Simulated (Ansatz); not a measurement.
Program: Ansatz. Geometries: PBE0-D4/def2-TZVP. ΔE: electronic, gas phase. CCSD(T)/CBS is the MP2 limit (def2-TZVPP, def2-QZVPP) plus CCSD(T) − MP2 in def2-TZVPP, frozen cores. Functionals use def2-TZVPP. Elements past krypton have def2 core potentials. For Sn outer-core shells are correlated without core-valence functions, which leaves a few kJ/mol of doubt a bond. Each species was taken in one conformer, which may not be the lowest.

Consider the cleavage of the Sn–Si bond: `O[SiH2][SnH2][OH]` + CH₃NH₂ → `C[NH][SnH2][OH]` + `O[SiH3]`.

```
             level  ΔE (kJ/mol)
            PBE-D4         27.4
           PBE0-D4         26.1
            r2SCAN         19.4
              PBE0         26.6
    MP2/def2-TZVPP          2.7
SCS-MP2/def2-TZVPP          0.7
SCS-MP2/def2-QZVPP          1.8
      HF/CBS(def2)          5.2
```

**Question.** What does CCSD(T)/CBS give? (Best estimate.)

**Answer.** The calculation gave: +9.7 kJ/mol. The listed levels differ from it by 17.7, 16.4, 9.7, 16.9, -7.0, -9.0, -7.9, -4.5 kJ/mol.

Largest T1 diagnostic among the species: 0.014.
